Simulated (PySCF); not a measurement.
Simulated C 1s region for `F[SiH2]C1CC1`, binding energy against the vacuum level.

Every computed line was given a Gaussian of 0.6 eV full width at half maximum and an area set by the number of equivalent atoms; the highest printed point is 100. Computed, not measured: delta-SCF UKS SCAN, pcX-2 on the ionised atom, pcseg-1 elsewhere, spin-free X2C in PySCF 2.14.0.

binding energy (eV), intensity and a bar:
```
    289.7          0 
    289.8          1 
    289.9          2 #
    290.0          5 #
    290.1         11 ###
    290.2         20 ######
    290.3         31 #########
    290.4         44 #############
    290.5         55 ################
    290.6         65 ###################
    290.7         74 ######################
    290.8         85 #########################
    290.9         95 ############################
    291.0        100 ##############################
    291.1         95 #############################
    291.2         80 ########################
    291.3         58 #################
    291.4         36 ###########
    291.5         19 ######
    291.6          9 ###
    291.7          4 #
    291.8          1 
    291.9          0
```

Problem. Count the maxima, the lines and the sites behind this envelope.

Solution. The curve has 1 maximum (at 291.0 eV). Under it lie 2 lines from 2 inequivalent carbon sites. At this width some lines have no maximum of their own.

Problem. Decompose the envelope and assign each component. Numbering: `[F:1][SiH2:2][CH:3]1[CH2:4][CH2:5]1`.

Solution. 
| position (eV) | relative area | line | atoms | environment |
| --- | --- | --- | --- | --- |
| 290.54 | 1 | C 1s | C3 | sp3 carbon bound to silicon |
| 291.05 | 2 | C 1s | C4/C5 | three-membered-ring carbon |

Problem. What are the centre and the root-mean-square width of the whole band?

Solution. The area-weighted mean of the lines is 290.88 eV. Their own spread about it is 0.24 eV (rms) and each Gaussian has σ = 0.6/2.355 = 0.25 eV; the variances add, which gives 0.35 eV.

The listed C 1s values span 0.51 eV, from C3 (bonded to 2 C, H and Si) to C4/C5 (bonded to 2 C and 2 H).

The curve has no shake-up lines and no vibrational structure. Topologically equivalent atoms share the value of their first member; where this conformer doesn't relate them by symmetry, their own values could differ. The structure is a single PBE0-D3(BJ)/def2-SVP conformer in the gas phase; no vibrational or solvent corrections.

The values belong to the conformer `[F:1][SiH2:2][CH:3]1[CH2:4][CH2:5]1`: F1–Si2–C3–C4 151°.
